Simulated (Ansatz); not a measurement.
Program: Ansatz 0.2.0.

Basis-set series for CH5ClGeO, SMILES `[OH][GeH2][CH2]Cl`. Charge 0, multiplicity 1. The geometry is a stationary point of PBE0-D4/def2-TZVP. It is one conformer, not always the lowest.

| atom | x (Å) | y (Å) | z (Å) |
| --- | --- | --- | --- |
| O1 | 0.212 | 1.386 | -1.340 |
| Ge2 | 0.863 | 0.244 | -0.144 |
| C3 | -0.658 | -0.514 | 0.843 |
| Cl4 | -1.785 | -1.251 | -0.329 |
| H5 | -0.467 | 0.975 | -1.881 |
| H6 | 1.767 | 1.089 | 0.764 |
| H7 | 1.626 | -0.899 | -0.838 |
| H8 | -1.204 | 0.260 | 1.381 |
| H9 | -0.353 | -1.291 | 1.544 |

| functional | basis | functions | energy (Eh) | HOMO (eV) | LUMO (eV) |
| --- | --- | --- | --- | --- | --- |
| PBE0-D4 | def2-TZVPP | 222 | -2653.08624 | -8.04 | 0.04 |
| PBE0-D4 | def2-QZVPP | 423 | -2653.15203 | -8.07 | -0.22 |
| ωB97M-V | def2-TZVPP | 222 | -2653.43506 | -10.28 | 1.91 |
| ωB97M-V | def2-QZVPP | 423 | -2653.49906 | -10.32 | 1.38 |

(1) Give the rows for def2-SVP. (An estimate is asked.)

## Answers

(1) The calculation gave: 
```csv
functional,basis,functions,energy (Eh),HOMO (eV),LUMO (eV)
PBE0-D4,def2-SVP,103,-2652.52059,-7.88,0.41
ωB97M-V,def2-SVP,103,-2652.86695,-10.10,2.39
```

Positive LUMOs are unbound and depend on the basis. Scalar relativity is left out up to krypton.
